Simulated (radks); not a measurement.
Task: Au3+, configuration [Xe] 4f14 5d8 (the NIST ground configuration). Calculated with a radial shooting solver on a logarithmic mesh with Libxc functionals: scalar-relativistic Kohn-Sham, PBE, spin-polarised, spherical densities, finite nucleus; open shells are filled with parallel spins first (spin-orbit coupling, left out, can overturn this in heavy ions); Fermi nuclear charge, rms radius 5.4371 fm. Some entries of the table are withheld. Estimate them.

orbital  occ.  eigenvalue (eV)  <r> (bohr)  <r^2> (bohr^2)
1s down     1        -80778.13     0.01687       0.0003934
1s up       1        -80778.13     0.01687       0.0003934
2s up       1        -14283.74     0.07114        0.005996
2s down     1        -14283.58     0.07114        0.005996
2p up       3        -12357.49     0.06424        0.005047
2p down     3        -12357.36     0.06424        0.005047
3s up       1        -3399.374      0.1839         0.03867
3s down     1        -3399.314      0.1839         0.03866
3p up       3        -2840.343      0.1851         0.03974
3p down     3        -2840.275      0.1851         0.03974
3d up       5        -2242.086      0.1677         0.03292
3d down     5        -2241.969      0.1677         0.03292
4s up       1        -766.5013      0.4071          0.1870
4s down     1        -766.3460      0.4071          0.1870
4p up       3        -583.1016      0.4335          0.2136
4p down     3        -582.9579      0.4335          0.2136
4d up       5        -362.5937      0.4584          0.2428
4d down     5        -362.4272      0.4583          0.2426
5s up       1        -145.0606      0.9251          0.9594
5s down     1        -143.9869      0.9230          0.9551
4f up       7        -117.8204      0.4986          0.3014
4f down     7        -117.5814      0.4978          0.3001
5p up       3         -96.2879       1.063           1.275
5p down     3         -94.9659       1.061           1.270
5d up       5         -41.3027         (1)           2.366
5d down     3         -39.8365         (2)           2.394
6s up       0              (3)         (4)           5.750
6s down     0              (5)         (6)           5.880
6p up       0         -23.9056       2.775           8.596
6p down     0         -23.2947       2.811           8.818

Result: 
(1) 5d up <r> (bohr): 1.431
(2) 5d down <r> (bohr): 1.438
(3) 6s up eigenvalue (eV): -33.6697
(4) 6s up <r> (bohr): 2.269
(5) 6s down eigenvalue (eV): -32.7628
(6) 6s down <r> (bohr): 2.295
